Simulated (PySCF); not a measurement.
Job file and geometry (Å, from GFN2-xTB) of an NMR shielding run on `C/N=C\CC#CCB(O)O`, C6H10BNO2, GIAO PBE0/pcSseg-1 NMR shielding, non-relativistic, gas phase (PySCF 2.14.0, density-fitted response routines); density fitting, a coarse starting grid and PySCF grid level 2 are the driver's defaults:

```
$ OMP_NUM_THREADS=1 python probes_run.py task.json out

{"job": {"kind": "nmr", "xc": "PBE0", "basis": "pcSseg-1"}, "charge": 0, "multiplicity": 1}
C     -3.922678    -0.637478     1.159834
N     -3.103428    -0.888109     0.006082
C     -1.918546    -0.474311    -0.044246
C     -1.182125     0.304787     1.015684
C      0.187887     0.586817     0.638376
C      1.315634     0.814403     0.300966
C      2.680910     1.073307    -0.116416
B      3.094025     0.084142    -1.310588
O      2.559945     0.301069    -2.533807
O      3.956006    -0.921041    -1.031106
H     -4.052752     0.434507     1.337166
H     -4.898632    -1.087185     0.981438
H     -3.489966    -1.073780     2.065472
H     -1.364735    -0.700407    -0.948697
H     -1.201873    -0.265913     1.952999
H     -1.721423     1.242985     1.199735
H      3.343246     0.939851     0.740709
H      2.745282     2.113686    -0.441663
H      2.782375    -0.313104    -3.234855
H      4.185699    -1.523548    -1.740119
```

Problem. What does the program print?

Solution. 
```
coarse grid: 17040 points
cycle   1  E = -463.8910447463  dE =  1.491e+00  |g| = 9.328e-01  |ddm| = 4.521e+00
cycle   2  E = -463.7794960003  dE =  1.115e-01  |g| = 1.236e+00  |ddm| = 2.313e+00
cycle   3  E = -464.0547384853  dE = -2.752e-01  |g| = 1.604e-01  |ddm| = 1.525e+00
cycle   4  E = -464.0590489247  dE = -4.310e-03  |g| = 8.408e-02  |ddm| = 2.064e-01
cycle   5  E = -464.0605028441  dE = -1.454e-03  |g| = 2.285e-02  |ddm| = 8.646e-02
cycle   6  E = -464.0606100285  dE = -1.072e-04  |g| = 8.766e-03  |ddm| = 2.452e-02
cycle   7  E = -464.0606264665  dE = -1.644e-05  |g| = 2.989e-03  |ddm| = 8.401e-03
cycle   8  E = -464.0606284824  dE = -2.016e-06  |g| = 3.014e-04  |ddm| = 2.578e-03
final grid: 165584 points
cycle   9  E = -464.1381481697  dE = -5.859e-05  |g| = 9.688e-03  |ddm| = 9.779e-02
cycle  10  E = -464.1381411188  dE =  7.051e-06  |g| = 1.169e-02  |ddm| = 2.257e-02
cycle  11  E = -464.1381688875  dE = -2.777e-05  |g| = 1.495e-03  |ddm| = 1.054e-02
cycle  12  E = -464.1381693205  dE = -4.330e-07  |g| = 4.948e-04  |ddm| = 1.634e-03
cycle  13  E = -464.1381693667  dE = -4.616e-08  |g| = 2.151e-04  |ddm| = 6.166e-04
cycle  14  E = -464.1381693766  dE = -9.954e-09  |g| = 4.468e-05  |ddm| = 2.066e-04
cycle  15  E = -464.1381693770  dE = -3.606e-10  |g| = 2.127e-05  |ddm| = 5.134e-05
converged SCF energy = -464.1381693770

GIAO shielding tensors (ppm)
atom      isotropic    diamagn.    paramagn.     s11        s22        s33       span
  0 C      147.888     248.305    -100.417    130.786    135.968    176.909     46.123
  1 N     -115.572     326.588    -442.160   -489.234   -130.536    273.052    762.286
  2 C       14.303     259.142    -244.839    -90.535     32.022    101.420    191.955
  3 C      164.481     263.197     -98.716    159.057    163.952    170.434     11.377
  4 C      106.640     259.991    -153.352     20.683     26.579    272.658    251.975
  5 C      100.265     269.515    -169.251     11.374     18.509    270.910    259.535
  6 C      180.735     256.750     -76.015    171.926    180.773    189.505     17.580
  7 B       73.967     193.542    -119.575     64.340     65.500     92.062     27.721
  8 O      215.161     387.865    -172.704    127.461    257.645    260.379    132.918
  9 O      212.176     381.447    -169.271    127.110    251.406    258.012    130.903
 10 H       28.879      29.202      -0.324     25.156     28.493     32.988      7.832
 11 H       27.510      27.011       0.499     23.924     26.868     31.739      7.815
 12 H       28.865      29.739      -0.873     25.139     28.578     32.879      7.740
 13 H       23.864      35.060     -11.195     20.648     23.252     27.693      7.045
 14 H       28.825      33.682      -4.857     23.079     29.662     33.733     10.654
 15 H       28.831      32.806      -3.975     23.053     29.569     33.870     10.817
 16 H       29.937      29.384       0.553     25.241     28.528     36.041     10.800
 17 H       29.886      29.325       0.561     25.429     28.151     36.078     10.649
 18 H       28.235      30.442      -2.207     23.004     23.300     38.403     15.399
 19 H       28.221      28.930      -0.709     22.866     23.328     38.469     15.603
```

Size and cost of the density-fitted run: 220 basis functions, 77 s wall time on 1 thread of an Arm Neoverse N1, shared host; peak memory 0.89 GiB.
